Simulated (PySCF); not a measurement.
Theory: PBE0/pcSseg-1 in PySCF (dipole) on a GFN2-xTB geometry, gas phase. One conformer each; commonest isotopes, rigid rotors.

Species:
1. `[CH2:1]=[C:2]([C:3]([NH2:4])=[O:5])[C@H:6]([CH3:7])[CH:8]1[CH2:9][CH2:10]1` with C1–C2–C3–N4 -50°, C2–C3–N4–H 180° and -2°, C1–C2–C6–C7 -107°, C2–C6–C8–C9 -79°
2. `[CH3:1][C@:2]1([C:3]([F:4])([F:5])[F:6])[CH2:7][S:8][SiH2:9][S:10]1` with C1–C2–C7–S8 -65°, C2–C7–S8–Si9 -43°, C7–S8–Si9–S10 14°, S8–Si9–S10–C2 11°
3. `[CH:1]#[C:2][CH2:3][n:4]1[n:5][n:6][cH:7][c:8]1[CH3:9]` with C2–C3–N4–N5 113°

Rotational constants (MHz) and dipole components (D):

| set | A | B | C | μa | μb | μc |
| --- | --- | --- | --- | --- | --- | --- |
| P | 1822 | 979.6 | 913.4 | 0.03 | 2.36 | 2.47 |
| Q | 1526 | 636.2 | 558.7 | 1.70 | 0.42 | 0.74 |
| R | 3028 | 1358 | 1077 | 3.36 | 3.43 | 1.25 |

Which set belongs to which species?

P = 1, Q = 2, R = 3.

- 1 (set P): mass 139.1 u, 10 heavy atoms, longest extent 6.6 Å, C1, asymmetric top, Ia, Ib, Ic = 277.3, 515.9, 553.3 u·Å².
- 2 (set Q): mass 204.0 u, 10 heavy atoms, longest extent 6.2 Å, C1, asymmetric top, Ia, Ib, Ic = 331.2, 794.4, 904.6 u·Å².
- 3 (set R): mass 121.1 u, 9 heavy atoms, longest extent 6.6 Å, C1, asymmetric top, Ia, Ib, Ic = 166.9, 372.2, 469.2 u·Å².

Point groups hold within 0.08 Å; constants that symmetry makes equal can differ a little in the computed geometry, and forbidden dipole components can keep a residue. No structure here is proved a minimum.
